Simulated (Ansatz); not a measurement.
Computed with Ansatz on PBE0-D4/def2-TZVP structures; ΔE is electronic, products minus reactants. CCSD(T)/CBS is the MP2 limit (def2-TZVPP, def2-QZVPP) plus CCSD(T) − MP2 in def2-TZVPP, frozen cores. This one scheme is used for every species. Functionals use def2-TZVPP. For Ge, Se outer-core shells are correlated without core-valence functions, which leaves a few kJ/mol of doubt a bond. Scalar relativity is left out up to krypton.

Reaction (hydrogenolysis of the Se–B bond): `B[Se][GeH3]` + H₂ → `[GeH3][SeH]` + BH₃

```tsv
level	ΔE (kJ/mol)
LDA (SPW92)	95.3
r2SCANh-D4	82.7
BHLYP	58.5
SCS-MP2/def2-QZVPP	74.5
```

Question: What does CCSD(T)/CBS give? (An estimate is asked.)

Answer: Ansatz gave: +79.8 kJ/mol. The listed levels differ from it by 15.5, 2.9, -21.3, -5.3 kJ/mol.

Largest T1 diagnostic among the species: 0.013.

At CCSD(T), def2-SVP lies −7.6 kJ/mol from the extrapolated value and def2-TZVPP −2.7 kJ/mol. In def2-TZVPP, CCSD(T) changes the Hartree–Fock value by +37.7 kJ/mol (the triples alone add +7.9 kJ/mol) and MP2 by +45.0 kJ/mol.

CCSD(T)/CBS has its own doubt, a few kJ/mol and more with outer-core shells, so smaller differences from it don't rank the levels.
